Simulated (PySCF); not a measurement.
# ECD: `CS[C@@]1(F)C[C@@H]1[SiH3]`, C4H9FSSi

Geometry:
```
atom   x (Å)   y (Å)   z (Å)
  C1  -2.593   0.062  -0.325
  S2  -1.697  -1.468   0.084
  C3  -0.138  -0.727   0.557
  F4  -0.242  -0.035   1.739
  C5   1.143  -1.439   0.305
  C6   0.805  -0.185  -0.466
 Si7   1.721   1.433  -0.121
  H8  -2.088   0.571  -1.141
  H9  -3.593  -0.233  -0.625
 H10  -2.636   0.693   0.558
 H11   1.895  -1.379   1.077
 H12   1.097  -2.394  -0.198
 H13   0.494  -0.351  -1.491
 H14   0.786   2.534  -0.359
 H15   2.195   1.435   1.259
 H16   2.841   1.492  -1.061
```

The calculation used TDDFT B3LYP/aug-cc-pVDZ circular dichroism and optical rotation, one conformer, gas phase in PySCF. Geometry: GFN2-xTB.

The molecule is flexible and this is one conformer; a measurement averages over conformers. States above about 6.5 eV (minus the energy of the highest occupied orbital) lie near or above the ionisation threshold and depend on the basis.

Assign R or S to each stereocentre.

C3 S, C6 S.

List the lowest 16 singlet excitations with oscillator and rotatory strengths.

Rotatory strengths R in 10⁻⁴⁰ esu² cm², velocity form and length form (origin at the centre of mass); f in length form.
| state | E (eV) | λ (nm) | f | R (velocity) | R (length) | main |
| --- | --- | --- | --- | --- | --- | --- |
| 1 | 5.28 | 235 | 0.003 | +9.0 | +8.6 | HOMO→LUMO 0.69, HOMO→LUMO+1 0.23 |
| 2 | 5.57 | 223 | 0.011 | -5.4 | -5.4 | HOMO→LUMO+1 0.53, HOMO→LUMO 0.28 |
| 3 | 6.02 | 206 | 0.023 | +5.0 | +5.1 | HOMO→LUMO+3 0.63, HOMO→LUMO+2 0.18 |
| 4 | 6.09 | 204 | 0.015 | +15.8 | +16.1 | HOMO→LUMO+4 0.86 |
| 5 | 6.12 | 202 | 0.020 | +5.8 | +5.9 | HOMO→LUMO+2 0.75, HOMO→LUMO+3 0.15 |
| 6 | 6.44 | 192 | 0.009 | -8.0 | -8.1 | HOMO→LUMO+5 0.68, HOMO→LUMO+8 0.10 |
| 7 | 6.57 | 189 | 0.008 | +5.7 | +5.6 | HOMO→LUMO+6 0.46, HOMO→LUMO+5 0.24 |
| 8 | 6.63 | 187 | 0.006 | +1.6 | +1.8 | HOMO→LUMO+7 0.57, HOMO→LUMO+9 0.10 |
| 9 | 6.78 | 183 | 0.003 | +3.2 | +3.2 | HOMO→LUMO+7 0.33, HOMO→LUMO+6 0.31 |
| 10 | 6.85 | 181 | 0.017 | -13.6 | -13.4 | HOMO−1→LUMO 0.96 |
| 11 | 6.90 | 180 | 0.005 | -2.9 | -2.9 | HOMO→LUMO+8 0.39, HOMO→LUMO+10 0.34 |
| 12 | 6.99 | 177 | 0.018 | -7.1 | -7.1 | HOMO→LUMO+9 0.47, HOMO→LUMO+10 0.36 |
| 13 | 7.05 | 176 | 0.053 | +1.8 | +1.4 | HOMO−1→LUMO+1 0.80 |
| 14 | 7.13 | 174 | 0.018 | +16.2 | +15.8 | HOMO→LUMO+11 0.83, HOMO→LUMO+12 0.08 |
| 15 | 7.26 | 171 | 0.001 | -2.2 | -1.9 | HOMO−2→LUMO 0.92 |
| 16 | 7.27 | 170 | 0.001 | -1.6 | -1.7 | HOMO→LUMO+12 0.75 |

Among the states computed, the strongest CD band (largest |R|) is state 14. The largest dissymmetry factor in size, g = 4R/(D+G), with D and G the electric and magnetic dipole strengths, is +0.024 for state 1 (velocity form, f = 0.003), among bands with |R| over 0.5. The mirror image has the same energies and oscillator strengths and all R with the opposite sign.
